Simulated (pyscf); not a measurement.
# H₃Si–O–SiH₂–AsH₂ (SMILES [SiH3]O[SiH2][AsH2]), singlet

Gas-phase minimum from PySCF at ωB97X-D3(BJ)/def2-SVP, one conformer. 

```xyz
11

Si    -2.1923    -1.3549    -2.4721
O     -2.0461    -0.7213    -0.9429
Si    -0.8869    -0.5738     0.2384
As     1.2323    -0.7369    -0.7696
H     -2.1543    -2.8448    -2.4248
H     -3.4875    -0.9045    -3.0456
H     -1.0680    -0.8707    -3.3265
H     -1.0974     0.7178     0.9447
H     -1.0029    -1.6925     1.2178
H      1.9242    -0.3929     0.5398
H      1.2112     0.7075    -1.2393
```
Charge 0, spin multiplicity 1.

Bond lengths (Å): Si1–O2 1.662, Si1–H5 1.491, Si1–H6 1.486, Si1–H7 1.493, O2–Si3 1.662, Si3–As4 2.352, Si3–H8 1.487, Si3–H9 1.491, As4–H10 1.520, As4–H11 1.519. Angles (°): O2–Si1–H5 110.5, O2–Si1–H6 108.4, O2–Si1–H7 109.7, H5–Si1–H6 109.7, H5–Si1–H7 108.9, H6–Si1–H7 109.7, Si1–O2–Si3 138.5, O2–Si3–As4 108.5, O2–Si3–H8 108.4, O2–Si3–H9 110.2, As4–Si3–H8 113.0, As4–Si3–H9 107.4, H8–Si3–H9 109.2, Si3–As4–H10 91.4 (the first ones only).

Properties at ωB97X-D3(BJ)/def2-SVP:

* **Harmonic wavenumbers, unscaled**: 37, 43, 79, 131, 197, 382, 454, 615, 631, 693, 736, 745, 762, 887, 965, 968, 972, 1009, 1018, 1096, 2250, 2251, 2258, 2262, 2271, 2275, 2288 cm⁻¹
* **Zero-point energy**: 40.4 kcal/mol
* **Rotational symmetry number**: 1
* **Entropy of this conformer at 298 K and 1 atm, rigid rotor and harmonic oscillator, modes under 100 cm⁻¹ raised to 100**: 373.6 J/(mol K)
* **Dipole moment**: 0.32 D

Single-point totals, which compare only within one level:

| level | total energy (hartree) |
|---|---|
| ωB97X-D3(BJ)/def2-TZVP | -2894.44603 |
| PBE/def2-TZVP | -2893.69091 |
| r²SCAN/def2-TZVP | -2894.32566 |
| B3LYP-D3(BJ)/def2-TZVP | -2894.53823 |
| PBE0-D3(BJ)/def2-TZVP | -2893.83102 |
| M06-2X/def2-TZVP | -2894.35802 |
| ωB97M-D3(BJ)/def2-TZVP | -2894.54098 |

The lowest mode is so soft that the shape along it may change with the basis. Soft torsions are taken as harmonic, which can shift the entropy by several J/(mol K). Elements up to Kr have no core potential and no relativistic terms here.
